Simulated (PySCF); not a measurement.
Orbital picture of BeSi

PBE0 at R = 2.125 Å; basis Be def2-TZVP, Si def2-TZVP; no relativity; PySCF 2.14. State: ³Π (triplet), unpaired electrons σ ↑, π ↑, a second solution, started from another occupation. Only the outer orbitals are listed, counted within each symmetry.

| spin | orbital | occ. | ε (eV) | on Be (%) | main shells (%) |
| --- | --- | --- | --- | --- | --- |
| α | 5σ | 1 | -13.39 | 17 | 81 Si s, 10 Be s |
| α | 6σ | 1 | -7.42 | 44 | 44 Si p, 43 Be s, 11 Si s |
| α | 2π | 1 | -6.09 | 16 | 82 Si p, 15 Be p |
| α | 7σ | 1 | -4.94 | 77 | 44 Be p, 33 Be s, 21 Si p |
| α | 2π | 0 | -3.99 | 21 | 78 Si p, 20 Be p |
| α | 3π | 0 | -0.84 | 80 | 79 Be p, 15 Si p |
| α | 3π | 0 | -0.61 | 76 | 75 Be p, 20 Si p |
| β | 5σ | 1 | -12.29 | 20 | 78 Si s, 12 Be s |
| β | 6σ | 1 | -6.60 | 32 | 54 Si p, 28 Be s, 13 Si s |
| β | 2π | 0 | -3.63 | 20 | 80 Si p, 18 Be p |
| β | 2π | 0 | -2.80 | 25 | 74 Si p, 24 Be p |
| β | 7σ | 0 | -1.46 | 92 | 64 Be s, 26 Be p, 8 Si p |

Task: Which are the highest filled and the lowest empty level, where do they sit, and how wide is the gap?

Result: Highest filled α 7σ at -4.94 eV (in %: 44 Be p, 33 Be s, 21 Si p); lowest empty α 2π at -3.99 eV (in %: 78 Si p, 20 Be p); the gap at PBE0 is 0.95 eV.

```
bond order (Mayer)                               : 1.25
⟨S²⟩                                             : 2.006
charge on Be (Mulliken, basis-dependent)         : -0.07
charge on Be (Löwdin, basis-dependent)           : -0.26
dipole moment (positive dipole means Be(−)Si(+)) : 0.40 D
```
